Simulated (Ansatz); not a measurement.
CH7AlBFOSi. Total charge 0; spin multiplicity 1. The bonds changed during the relaxation, so this is another structure than the one it started from. The geometry is a stationary point of PBE0-D4/def2-TZVP. It is one conformer, not always the lowest.

```xyz
13

B     0.681   -0.904    0.182
C    -0.817   -0.504   -0.014
F    -1.429   -0.604   -1.209
Al   -1.150   -0.925    1.849
O     0.218    0.601   -0.038
Si    0.588    1.552   -1.391
H     0.989   -1.062    1.364
H     1.393   -1.359   -0.658
H    -1.646   -2.405    2.097
H    -0.911    0.159    2.974
H     0.829    0.708   -2.580
H     1.810    2.277   -0.985
H    -0.557    2.465   -1.592
```

(1) What is the dipole moment at r2SCAN/def2-TZVPP? (Best estimate.)

(2) And with PBE, B3LYP, ωB97M-V? (Best estimate.)

(3) Give the Mulliken charges with r2SCAN, PBE, ωB97M-V in def2-TZVPP. (Best estimate.)

Answers

(1) The calculation gave: 2.28 D, with components (0.64, 1.84, -1.19) D in this frame, pointing from negative to positive charge.

(2) The calculation gave: PBE 2.33 D, B3LYP 2.18 D, ωB97M-V 2.18 D.

(3) The calculation gave: 
| atom | r2SCAN | PBE | ωB97M-V |
| --- | --- | --- | --- |
| B1 | -0.03 | -0.11 | -0.18 |
| C2 | 0.04 | 0.10 | 0.06 |
| F3 | -0.20 | -0.16 | -0.19 |
| Al4 | 0.44 | 0.29 | 0.34 |
| O5 | -0.20 | -0.12 | -0.21 |
| Si6 | 0.39 | 0.31 | 0.26 |
| H7 | -0.04 | -0.02 | 0.03 |
| H8 | 0.03 | 0.03 | 0.11 |
| H9 | -0.16 | -0.12 | -0.11 |
| H10 | -0.16 | -0.12 | -0.11 |
| H11 | -0.03 | -0.02 | 0.01 |
| H12 | -0.04 | -0.03 | 0.00 |
| H13 | -0.04 | -0.03 | 0.00 |

B3LYP here is the variant with VWN-RPA as its local correlation; programs differ in this.

All numbers were calculated with Ansatz.
